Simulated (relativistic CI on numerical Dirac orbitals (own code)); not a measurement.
**Spin-allowed bands of a d8 ion in a tetrahedral site, by hand**

Problem. Take Δ = 6800 cm⁻¹ and B = 940 cm⁻¹ for a d8 ion in a tetrahedral site. Calculate the three spin-allowed bands.

Working.
1. The terms of highest spin are 3F (energy 0) and 3P (15B = 14100 cm⁻¹). Here the F term splits into A2 at +1.2Δ = 8160, T2 at +0.2Δ = 1360 and T1 at −0.6Δ = -4080 cm⁻¹.
2. The two T1 states mix through the element 0.4Δ: H = [[-4080, 2720], [2720, 14100]], with roots ½(H₁₁ + H₂₂) ∓ ½√[(H₂₂ − H₁₁)² + 4H₁₂²] = ½(10020) ∓ ½(18976) = -4478 and 14498 cm⁻¹.
3. The ground term is 3T1 at -4478 cm⁻¹.
4. Bands: 3T2 5838 cm⁻¹ (1713 nm), 3A2 12638 cm⁻¹ (791 nm), 3T1(P) 18976 cm⁻¹ (527 nm).

Check. Exact diagonalisation of the whole d8 shell with these parameters gives 3T2 5838, 3A2 12638, 3T1 18976 cm⁻¹. The match is exact, since without spin-orbit coupling no other term has this spin. The ratio of the second band to the first, 2.165, depends on Δ/B = 7.2 alone, which is how a Tanabe-Sugano diagram is read.
